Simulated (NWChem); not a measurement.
System: C2H6NO cation; SMILES CC([NH3+])=O

Input file for NWChem:

```
start job
memory heap 200 mb stack 900 mb global 1100 mb
charge 1
geometry units angstroms noautoz
  C     -0.670577    -1.297606     0.036869
  C      0.231531    -0.126196     0.010795
  N     -0.552408     1.256227    -0.046605
  O      1.398366    -0.022338     0.024724
  H     -1.334237    -1.260771     0.916183
  H     -1.303341    -1.323688    -0.865356
  H     -0.057129    -2.206247     0.079328
  H      0.146788     2.012631    -0.065014
  H     -1.143034     1.336035    -0.886554
  H     -1.161169     1.393650     0.772707
end
basis spherical
  * library 6-31+g*
end
dft
  xc xpbe96 cpbe96
  iterations 150
end
tddft
  nroots 6
  notriplet
end
task tddft energy
```

Structure relaxed at the PBE0/def2-SVP level.

Vertical excitations in the gas phase.

**Question.** What results follow from this input? (PBE/6-31+G* (spherical d), full TDDFT.) Quantities: lowest excitation, singlet (eV); oscillator strength of that lowest state; lowest state with f > 0.02, singlet (eV); oscillator strength of that bright state; orbital gap (eV).

**Answer.** 
| Quantity | Result |
|---|---|
| lowest excitation, singlet (eV) | 5.38 |
| oscillator strength of that lowest state | 0.000 |
| lowest state with f > 0.02, singlet (eV) | 6.82 |
| oscillator strength of that bright state | 0.044 |
| orbital gap (eV) | 5.12 |
